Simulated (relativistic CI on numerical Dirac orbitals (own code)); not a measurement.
**Cu4+ in a cubic cluster: 1s photoemission with charge transfer**

Computed with a charge-transfer multiplet model of a cubic metal-ligand cluster with up to 2 ligand holes, Slater and spin-orbit integrals from Dirac-Coulomb-Breit ions, Slater integrals scaled by 0.9. The parameters are those of a tetrahedral site (10Dq negative, t2 hopping the larger). The ground state mixes d7 with configurations of k ligand holes L, whose averages lie at kΔ + k(k − 1)U_dd/2; a core hole lowers each added d electron by U_cd. 300 K, Lorentzian 1.1 eV and Gaussian 0.6 eV FWHM.

Atomic integrals in eV (Slater integrals scaled, ζ unscaled), ground: F2dd 13.318, F4dd 8.350, zeta_d 0.120; with the core hole: F2dd 14.730, F4dd 9.268, zeta_d 0.161, G2cd 0.094.

Cluster parameters (eV): U_dd = 6.6, U_cd = 7.3, 10Dq = -0.4, 10Dq(ligand) = 0, V(eg) = 1.27, V(t2g) = -2.17, final-state hopping factor = 0.9.

```
       Case   n_d    d7   d8L  d9L2     S
Δ = -1.4 eV  7.66  0.41  0.52  0.07  1.50
 Δ = 0.6 eV  7.45  0.58  0.39  0.03  1.50
 Δ = 1.6 eV  7.37  0.65  0.32  0.02  1.50
 Δ = 3.6 eV  7.25  0.77  0.22  0.01  1.50
 Δ = 4.6 eV  7.20  0.81  0.19  0.01  1.50
```

Weights, n_d and S are thermal averages at 300 K. Binding energies count from the first peak over 30 % of the highest in each spectrum, which can be another peak from case to case. The parameters are a model scan and need not match a compound or its usual spin state. Peaks in eV (height, largest 100):
- Δ = -1.4 eV: 0.0 (100), 6.8 (24), 12.8 (11)
- Δ = 0.6 eV: 0.0 (100), 7.0 (34), 11.2 (9)
- Δ = 1.6 eV: 0.0 (100), 6.9 (41), 10.9 (6)
- Δ = 3.6 eV: 0.0 (100), 6.4 (32)
- Δ = 4.6 eV: 0.0 (100), 5.9 (26)

For the case Δ = 1.6 eV, Δ = 1.6 eV is smaller than U_dd = 6.6 eV, the charge-transfer side of the Zaanen-Sawatzky-Allen scheme. With the core hole the configuration with one ligand hole lies at Δ − U_cd = -8.7, -6.7, -5.7, -3.7, -2.7 eV from the one without, in the order of the table; where this is negative the screened configuration lies lower, though the effective hopping of about 3.2 eV (from the holes of the mixed ground state) mixes the two strongly wherever it is as large as the gap.

With at most 2 ligand holes the space is cut while the next configuration still counts, so covalency is underestimated, and a final configuration with one more ligand hole, which can lie low, is missing from the spectra.
